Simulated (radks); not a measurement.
Problem. Ionisation ladder of boron, from B to B4+. Each ion is in the ground configuration listed by NIST, and IE = E(next ion) - E(this ion), with E = 0 for the bare nucleus. Method: Dirac Kohn-Sham, relativistic LDA (MacDonald-Vosko exchange, VWN5 correlation), spin-unpolarised, spherical densities, finite nucleus; open shells fill j = l - 1/2 first; Fermi nuclear charge, rms radius 2.406 fm; computed with a radial shooting solver on a logarithmic mesh with Libxc functionals.

species  configuration  IE, Delta-SCF (eV)  -e(HOMO) (eV)   HOMO
B         [He] 2s2 2p1                   ?          3.717  2p1/2
B+            [He] 2s2              25.296         19.409  2s1/2
B2+           [He] 2s1                   ?         31.330  2s1/2
B3+               [He]              262.82         229.12  1s1/2
B4+                1s1              328.92         296.98  1s1/2

Estimate the withheld Delta-SCF values.

Solution. B: 8.326 eV (NIST 8.298); B2+: 37.167 eV (NIST 37.931).

Beside tabulated values, note that spin-unpolarised runs miss the spin-polarisation part of the exchange energy of open shells.
